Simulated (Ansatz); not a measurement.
CuTe₂. Total charge 0; doublet. Geometry PBE-D4/def2-TZVP.

```xyz
3

Cu   -1.8637    0.3045   -0.6906
Te    0.5467    0.6011   -0.6730
Te    1.3170   -0.9056    1.3636
```

In the def2 sets Te takes a core potential; there is no spin–orbit coupling. HSE06 is defined as in plane-wave codes, on full-range PBE exchange. Another isomer (doublet) lies 0.33 eV lower at PBE0-D4/def2-TZVP; other spin states weren't run for this one.

Q: Estimate the α-spin orbital energies around the gap (eV) in Ansatz with PBE-D4/def2-TZVP, r2SCAN-D4/def2-TZVP, B97M-V/def2-TZVP, PBE0-D4/def2-TZVP, HSE06-D4/def2-TZVP.

A: 
```csv
orbital,PBE-D4/def2-TZVP,r2SCAN-D4/def2-TZVP,B97M-V/def2-TZVP,PBE0-D4/def2-TZVP,HSE06-D4/def2-TZVP
HOMO−9,-8.14,-8.34,-8.27,-9.36,-8.96
HOMO−8,-7.57,-7.75,-7.68,-9.01,-8.60
HOMO−7,-7.14,-7.39,-7.37,-8.97,-8.55
HOMO−6,-6.51,-6.68,-6.72,-8.61,-8.19
HOMO−5,-6.40,-6.62,-6.63,-8.61,-8.19
HOMO−4,-6.40,-6.61,-6.62,-8.15,-7.76
HOMO−3,-6.33,-6.56,-6.57,-7.73,-7.33
HOMO−2,-6.33,-6.49,-6.47,-7.65,-7.26
HOMO−1,-5.00,-5.17,-5.15,-5.84,-5.46
HOMO,-4.93,-5.13,-5.13,-5.77,-5.40
LUMO,-3.52,-3.34,-3.48,-2.75,-3.10
LUMO+1,-2.44,-2.26,-2.16,-1.58,-1.95
LUMO+2,0.30,0.60,0.47,1.18,0.82
LUMO+3,0.47,0.72,0.67,1.39,1.02
LUMO+4,1.46,1.90,1.69,2.20,1.88
LUMO+5,1.95,2.48,2.20,2.78,2.41
β HOMO,-4.83,-4.94,-4.93,-5.55,-5.18
β LUMO,-4.20,-4.00,-3.97,-3.37,-3.73
```
